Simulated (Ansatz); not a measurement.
Compare A (`FCOCC(F)F`) with its isomer B (`CC(F)(F)OCF`).

Computed with Ansatz on PBE0-D4/def2-TZVP structures; ΔE is electronic, products minus reactants. CCSD(T)/CBS is the MP2 limit (def2-TZVPP, def2-QZVPP) plus CCSD(T) − MP2 in def2-TZVPP, frozen cores. DFT in def2-TZVPP. B3LYP here is the variant with VWN-RPA as its local correlation; programs differ in this. One conformer a species, not always the lowest.

Q: Which is lower in electronic energy at CCSD(T)/CBS, and by how much? (An estimate is asked.)

A: Computed: B, by 65.4 kJ/mol.

Q: Give E(B) − E(A) in kJ/mol with CCSD(T)/def2-TZVPP, B3LYP, PBE-D4, HF/def2-TZVPP, B3LYP-D4, MP2/def2-TZVPP, ωB97M-V. (Estimate.)

A: Computed: CCSD(T)/def2-TZVPP -65.6, B3LYP -60.7, PBE-D4 -63.1, HF/def2-TZVPP -64.9, B3LYP-D4 -61.6, MP2/def2-TZVPP -67.6, ωB97M-V -68.6. None reverses the order clearly.

Largest T1 diagnostic: 0.012.

From PBE to PBE0 (25 % exact exchange), in def2-TZVPP and without D4, E(B) − E(A) moves by −3.4 kJ/mol.
